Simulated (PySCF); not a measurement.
**Removal energies of Lu³⁺ from EOM-IP-GCCSD**

Reference: closed-shell Lu³⁺, [Xe] 4f14; one electron is removed. Calculated with PySCF 2.14, two-component X2C-1e with screened spin-orbit coupling, x2c-TZVPPall-2c with one added diffuse shell each of s, p, d type (12s12p11d2f2g, 135 functions); frozen [Kr] 4d10; the 34 highest virtual spinors dropped; of the others 110 kept and the rest restored at second order. No Breit or QED terms. Binding energies in eV.

```
level  Koopmans  second order  EOM-CCSD
5p1/2    70.199        69.394    70.094
5p3/2    62.685        62.425    62.957
4f5/2    49.546        41.554    45.753
4f7/2    47.983        40.152    44.259
```

In EOM-CCSD the overlap with the one-orbital guess is low for 4f5/2 (weight 0.74). That can mean mixing with two-hole, one-particle states, where second order and EOM-CCSD lose accuracy, or only a rotation among the degenerate components of the shell; the terms of those configurations are not listed.

For comparison, the ionisation energy of Lu³⁺ is 45.249 ± 0.025 eV (semi-empirical (NIST evaluation); NIST Atomic Spectra Database, ionization energies).

Only part of the computed levels is shown.

Where second order misses EOM-CCSD by more than 1 eV, it overshoots the relaxation and correlation of that hole or particle, which higher orders damp.
